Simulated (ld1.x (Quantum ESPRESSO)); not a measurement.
The numbers below are computed, except where a source is named.
Potentials for O (Z = 8) compared

Generated with ld1.x 7.5 (TM, RRKJ, ultrasoft, PAW), atompaw 4.2 or ONCVPSP 4.0.1. The cutoff is in Ry: for ld1.x and atompaw files where the sum of valence levels is converged to 10 mRy in a Bessel basis, for ONCV files where the hardest occupied wave has 1 mHa per electron of residual kinetic energy. The error is the largest all-electron minus pseudo excitation energy over each file’s own four to seven test configurations (ionisations up to +4, promotions, holes and added fractions of an electron), all of which were solved. The labels leave out finer settings (local radius, basis sizes, second energies), which also bear on the numbers. Spin-polarised tests are not counted. The rows are a selection from randomly drawn settings: files with unsolved tests, undetermined cutoffs or missed reference levels are left out.

```csv
potential,cutoff (Ry),largest error (meV),bound ghosts
"RRKJ, PBE, fully relativistic, rc 0.75/1.05 (sp), local s, core correction yes, reference 2s1.75 2p4.25",100,+851,none
"TM, LDA (PZ), scalar-relativistic, rc 0.80/1.50/1.55 (spd), local d, core correction yes, reference 2s2 2p3",90,+516,none
"PAW, revPBE, non-relativistic, rc 0.95/1.55/1.40 (spd), local smoothed, core correction yes, reference 2s1.75 2p4.25",30,-13,none
"ultrasoft, PBEsol, scalar-relativistic, rc 0.70/1.95 (sp), local smoothed, core correction yes, reference 2s2 2p1",70,+714,none
"ultrasoft, PBE, scalar-relativistic, rc 0.85/1.10 (sp), local smoothed, core correction yes, reference 2s2 2p4",60,+367,none
"PAW, Wu–Cohen, scalar-relativistic, rc 0.75/1.60/1.50 (spd), local d, core correction yes, reference 2s2 2p3.75",55,-30,none
```

Q: Fill in the row for O: RRKJ, LDA (PZ), scalar-relativistic, rc 0.65/1.20 (sp), local s, core correction yes, reference 2s2 2p2.

A: cutoff 160 Ry, largest error +555 meV, bound ghosts: none.

Q: Fill in the row for O: TM, LDA (PZ), scalar-relativistic, rc 0.95/1.00/1.00 (spd), local d, core correction no, reference 2s2 2p3.

A: cutoff 110 Ry, largest error +179 meV, bound ghosts: none.
